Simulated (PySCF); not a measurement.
Species: protonated 2-cyano-1,3-cyclopentadiene, C6H6N (charge +1).
Geometry (PBE0-D3(BJ)/def2-SVP, Å), atoms numbered from 1 in this order:
```xyz
13
C6H6N angstrom
N      2.2371    1.6297    1.5856
C      1.4067    1.0457    1.0367
C      0.3957    0.3509    0.3714
C      0.5091   -0.9657    0.0011
C     -0.7516   -1.3424   -0.6728
C     -1.5819   -0.1053   -0.6420
C     -0.9139    0.8923   -0.0306
H      2.9635    2.1401    2.0733
H      1.3641   -1.6235    0.1666
H     -0.5544   -1.7125   -1.6998
H     -1.2293   -2.2046   -0.1648
H     -2.5867   -0.0356   -1.0598
H     -1.2495    1.9130    0.1478
```

Computed with PySCF at CAM-B3LYP/def2-SVPD, non-relativistic, on one gas-phase PBE0-D3(BJ)/def2-SVP geometry that isn't relaxed in the solvent. The solvent is an IEF-PCM continuum (Bondi radii, 1.10 Å for H, scaled by 1.2), and excitations are vertical TDDFT with non-equilibrium linear response and a frozen core. The model holds no explicit solvent molecules, cavitation or dispersion.

Gas-phase singlets (H = HOMO, L = LUMO):

```tsv
state	E (eV)	λ (nm)	f	leading configurations
S1	3.949	314	0.032	H→L 98%
S2	4.543	273	0.000	H→L+1 93%
S3	6.021	206	0.133	H-1→L 80%, H→L+2 14%
S4	6.456	192	0.000	H-1→L+1 89%
S5	6.543	189	0.432	H→L+2 81%, H-1→L 10%
```

Task: How does the list change in acetone (ε = 20.49)?

Result: 
```tsv
state	E (eV)	λ (nm)	f	leading configurations	change by rank (eV)
S1	4.241	292	0.051	H→L 98%	+0.292
S2	4.988	249	0.000	H→L+1 92%	+0.445
S3	6.105	203	0.132	H-1→L 79%, H→L+2 17%	+0.084
S4	6.486	191	0.605	H→L+2 79%, H-1→L 14%	+0.030
S5	6.868	181	0.000	H-1→L+1 84%	+0.325
```

Task: The ground-state energy changes by -2.353 eV from gas to acetone. By how much does the total energy of gas-phase S1 change?

Result: E(S1) = E(S0) + excitation energy, so it changes by -2.353 + 0.292 = -2.061 eV: it is lowered less than the ground state, which is what a blue shift means. This is the vertical state, with the slow part of the continuum still set for S0.

Task: How do the frontier levels move from gas to acetone?

Result: 
| orbital | gas (eV) | solvent (eV) | change (eV) | Löwdin shares, gas | Löwdin shares, solvent |
| --- | --- | --- | --- | --- | --- |
| LUMO+2 | -3.43 | 0.54 | +3.97 | C6 29 %, C7 23 %, C2 10 %, C3 8 % | C6 29 %, C7 25 %, C2 10 %, N1 8 % |
| LUMO+1 | -4.99 | -0.54 | +4.45 | C2 40 %, N1 36 %, C3 8 %, H8 4 % | C2 40 %, N1 36 %, C3 8 %, H8 4 % |
| LUMO | -6.04 | -1.78 | +4.26 | C4 29 %, C2 22 %, N1 18 %, C3 12 % | C4 29 %, C2 20 %, N1 17 %, C3 13 % |
| HOMO | -12.82 | -8.89 | +3.93 | C6 30 %, C7 26 %, C4 16 %, C3 12 % | C6 29 %, C7 23 %, C4 18 %, C3 13 % |
| HOMO-1 | -15.16 | -11.08 | +4.08 | C3 27 %, C7 15 %, C5 14 %, C4 10 % | C3 25 %, C7 17 %, C5 13 %, N1 10 % |
| HOMO-2 | -16.50 | -12.57 | +3.93 | C6 28 %, C5 23 %, C7 14 %, H12 10 % | C6 27 %, C5 22 %, C7 14 %, H12 10 % |
| HOMO-3 | -16.92 | -12.89 | +4.03 | C5 21 %, C6 18 %, C7 13 %, C4 12 % | C5 22 %, C6 15 %, C4 12 %, C7 12 % |

The HOMO–LUMO gap goes from 6.77 to 7.11 eV.
